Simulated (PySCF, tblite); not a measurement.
Compound: C7H8OS.
Numbering: `[CH3:1][C:2](=[S:3])[C@H:4]1[CH2:5][CH:6]=[CH:7][C:8]1=[O:9]` (hydrogens: H10, H11, H12 on C1; H13 on C4; H14, H15 on C5; H16 on C6; H17 on C7)

Computed with GFN2-xTB (tblite), gas phase: nudged elastic band of 9 images (0 to 8), spring 0.2 eV/Å², climbing image at the end, force threshold 0.05 eV/Å. No saddle search or frequency run followed, so the top image need not be a first-order saddle, and its height can exceed the method's true barrier by a kcal/mol or more.

Path: rotation about C2–C4 (thiocarbonyl carbon, sp3 carbon next to a carbonyl), followed by the dihedral C1–C2–C4–C5.

Image 0 (start, dihedral 167°):
```
atom  x, y, z in Å
C1      2.428    0.499    0.452
C2      1.296   -0.450    0.311
S3      1.389   -1.990    0.826
C4      0.039    0.141   -0.244
C5     -1.040   -0.849   -0.681
C6     -2.176   -0.609    0.251
C7     -1.935    0.369    1.125
C8     -0.614    0.949    0.911
O9     -0.094    1.871    1.482
H10     3.262    0.038    0.973
H11     2.761    0.846   -0.527
H12     2.083    1.376    1.008
H13     0.296    0.857   -1.030
H14    -1.345   -0.695   -1.718
H15    -0.688   -1.880   -0.590
H16    -3.080   -1.191    0.190
H17    -2.588    0.729    1.899
```

Image 8 (end, +0.156 eV, dihedral -70°):
```
atom  x, y, z in Å
C1      1.815   -0.100    1.108
C2      1.451   -0.161   -0.333
S3      2.550   -0.482   -1.484
C4      0.018    0.103   -0.685
C5     -0.914   -1.037   -0.230
C6     -1.832   -0.402    0.758
C7     -1.611    0.902    0.909
C8     -0.509    1.350    0.051
O9     -0.078    2.466   -0.074
H10     2.781   -0.568    1.281
H11     1.884    0.949    1.405
H12     1.056   -0.565    1.736
H13    -0.051    0.270   -1.762
H14    -1.478   -1.446   -1.071
H15    -0.364   -1.869    0.216
H16    -2.584   -0.981    1.267
H17    -2.141    1.583    1.550
```

**Question.** What do the inner images look like?

**Answer.** 
Image 1: +0.027 eV, dihedral 180°
```
atom  x, y, z in Å
C1      2.380    0.507    0.562
C2      1.319   -0.470    0.218
S3      1.528   -2.067    0.454
C4      0.037    0.113   -0.298
C5     -1.062   -0.892   -0.649
C6     -2.167   -0.593    0.301
C7     -1.895    0.433    1.108
C8     -0.583    0.993    0.816
O9     -0.053    1.952    1.318
H10     3.225    0.009    1.029
H11     2.719    1.044   -0.324
H12     1.970    1.255    1.245
H13     0.275    0.779   -1.134
H14    -1.398   -0.800   -1.684
H15    -0.710   -1.919   -0.510
H16    -3.073   -1.174    0.306
H17    -2.519    0.843    1.882
```

Image 2: +0.096 eV, dihedral -167°
```
atom  x, y, z in Å
C1      2.329    0.485    0.683
C2      1.338   -0.472    0.135
S3      1.670   -2.064    0.063
C4      0.033    0.098   -0.350
C5     -1.074   -0.929   -0.611
C6     -2.143   -0.584    0.365
C7     -1.856    0.496    1.091
C8     -0.568    1.056    0.701
O9     -0.050    2.069    1.100
H10     3.200   -0.044    1.062
H11     2.638    1.202   -0.077
H12     1.879    1.068    1.488
H13     0.256    0.696   -1.241
H14    -1.452   -0.888   -1.634
H15    -0.713   -1.948   -0.440
H16    -3.040   -1.176    0.444
H17    -2.454    0.948    1.862
```

Image 3: +0.156 eV, dihedral -153°
```
atom  x, y, z in Å
C1      2.261    0.441    0.803
C2      1.356   -0.461    0.050
S3      1.800   -1.986   -0.299
C4      0.031    0.092   -0.411
C5     -1.075   -0.960   -0.571
C6     -2.102   -0.572    0.434
C7     -1.802    0.556    1.078
C8     -0.548    1.117    0.578
O9     -0.053    2.182    0.856
H10     3.168   -0.085    1.091
H11     2.516    1.315    0.202
H12     1.763    0.818    1.697
H13     0.232    0.614   -1.354
H14    -1.500   -0.967   -1.577
H15    -0.699   -1.967   -0.373
H16    -2.984   -1.170    0.590
H17    -2.373    1.044    1.847
```

Image 4: +0.187 eV, dihedral -138°
```
atom  x, y, z in Å
C1      2.172    0.378    0.909
C2      1.378   -0.435   -0.043
S3      1.940   -1.841   -0.633
C4      0.032    0.093   -0.480
C5     -1.063   -0.985   -0.527
C6     -2.046   -0.551    0.506
C7     -1.736    0.618    1.064
C8     -0.521    1.169    0.461
O9     -0.044    2.265    0.632
H10     3.107   -0.119    1.151
H11     2.373    1.361    0.483
H12     1.603    0.549    1.825
H13     0.189    0.543   -1.467
H14    -1.537   -1.048   -1.509
H15    -0.666   -1.976   -0.297
H16    -2.909   -1.153    0.738
H17    -2.279    1.141    1.830
```

Image 5 (top): +0.197 eV, dihedral -121°
```
atom  x, y, z in Å
C1      2.067    0.293    0.994
C2      1.401   -0.388   -0.141
S3      2.099   -1.617   -0.940
C4      0.031    0.099   -0.551
C5     -1.039   -1.007   -0.471
C6     -1.986   -0.524    0.574
C7     -1.677    0.686    1.040
C8     -0.495    1.215    0.354
O9     -0.018    2.320    0.454
H10     3.021   -0.174    1.225
H11     2.225    1.344    0.741
H12     1.424    0.279    1.876
H13     0.124    0.480   -1.573
H14    -1.553   -1.143   -1.425
H15    -0.610   -1.972   -0.196
H16    -2.824   -1.125    0.883
H17    -2.197    1.247    1.794
```

Image 6: +0.191 eV, dihedral -105°
```
atom  x, y, z in Å
C1      1.965    0.187    1.053
C2      1.420   -0.327   -0.226
S3      2.262   -1.328   -1.188
C4      0.028    0.105   -0.612
C5     -1.004   -1.023   -0.403
C6     -1.928   -0.489    0.637
C7     -1.636    0.758    1.004
C8     -0.481    1.260    0.255
O9      0.003    2.365    0.300
H10     2.936   -0.249    1.271
H11     2.066    1.272    0.980
H12     1.272   -0.011    1.873
H13     0.056    0.417   -1.660
H14    -1.546   -1.245   -1.325
H15    -0.535   -1.953   -0.073
H16    -2.738   -1.088    1.018
H17    -2.145    1.359    1.735
```

Image 7: +0.176 eV, dihedral -89°
```
atom  x, y, z in Å
C1      1.873    0.060    1.091
C2      1.436   -0.259   -0.291
S3      2.415   -0.979   -1.367
C4      0.024    0.106   -0.661
C5     -0.965   -1.031   -0.328
C6     -1.874   -0.445    0.697
C7     -1.604    0.832    0.964
C8     -0.478    1.305    0.154
O9     -0.004    2.413    0.128
H10     2.873   -0.319    1.283
H11     1.876    1.145    1.216
H12     1.173   -0.345    1.824
H13     0.000    0.347   -1.726
H14    -1.526   -1.341   -1.212
H15    -0.458   -1.918    0.058
H16    -2.658   -1.034    1.145
H17    -2.110    1.474    1.663
```

The largest changes of bonds and angles from start to top: C4–C8 1.553 → 1.531 Å, C2–C4 1.496 → 1.510 Å, C4–C5 1.528 → 1.541 Å, C7–C8 1.458 → 1.465 Å, C2–C4–C8 106.5 → 112.7°, C2–C4–C5 116.3 → 112.6°, C1–C2–C4 115.1 → 117.9°. GFN2-xTB torsional profiles can miss by a kcal/mol or more and can put conformers in the wrong order.

**Question.** What do single points at PBE0/pcSseg-1 (PySCF, no dispersion term) give on some images?

**Answer.** 
| image | GFN2-xTB E (eV) | DFT E (eV) | HOMO (eV) | LUMO (eV) | dipole (D) |
| --- | --- | --- | --- | --- | --- |
| 0 | 0.000 | 0.000 | -6.44 | -2.12 | 3.15 |
| 2 | 0.096 | 0.120 | -6.46 | -2.16 | 2.48 |
| 5 | 0.197 | 0.217 | -6.47 | -2.15 | 3.12 |
| 6 | 0.191 | 0.210 | -6.43 | -2.12 | 3.74 |
| 8 | 0.156 | 0.153 | -6.37 | -2.05 | 4.86 |

Energies count from image 0 at each level. At the GFN2-xTB top the DFT energy is 5.0 kcal/mol against 4.5; the geometries weren't optimised at the DFT level.

What follows is the cost of the whole band run. Time: 3.3 s of wall time. Hardware: Arm Neoverse V2, one thread (shared host).
